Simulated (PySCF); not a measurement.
Geometries of 2 isomers of C2HBrN2S, from PySCF 2.14.0, PBE0-D3(BJ)/def2-SVP geometry optimisation, gas phase. One conformer each, no zero-point energy, no frequencies.

**Question.** Which is lower in electronic energy at this level?
A.
```xyz
7
angstrom
Br     2.045   -1.109   -0.964
C      0.503   -0.513   -0.099
C     -0.116    0.752   -0.369
N     -1.185    0.961    0.356
S     -1.398   -0.357    1.317
N     -0.099   -1.230    0.810
H      0.237    1.490   -1.092
```
B.
```xyz
7
angstrom
Br     2.806   -0.654    0.263
C      1.062   -0.028    0.047
N      0.022   -0.881    0.252
C     -1.080   -0.222    0.044
S     -0.794    1.415   -0.396
N      0.848    1.212   -0.296
H     -2.078   -0.658    0.137
```

**Answer.** B. That is `BrC1=NSC=N1`, 5.1 kcal/mol below the other.

| SMILES | atoms numbered as above | E (Eh) | relative (kcal/mol) | relative (kJ/mol) | dipole (D) |
| --- | --- | --- | --- | --- | --- |
| Brc1ncsn1 | [Br:1][c:2]1[n:3][cH:4][s:5][n:6]1 | -3157.42851 | 0.0 | 0.0 | 2.67 |
| Brc1cnsn1 | [Br:1][c:2]1[cH:3][n:4][s:5][n:6]1 | -3157.42044 | 5.1 | 21.2 | 0.81 |
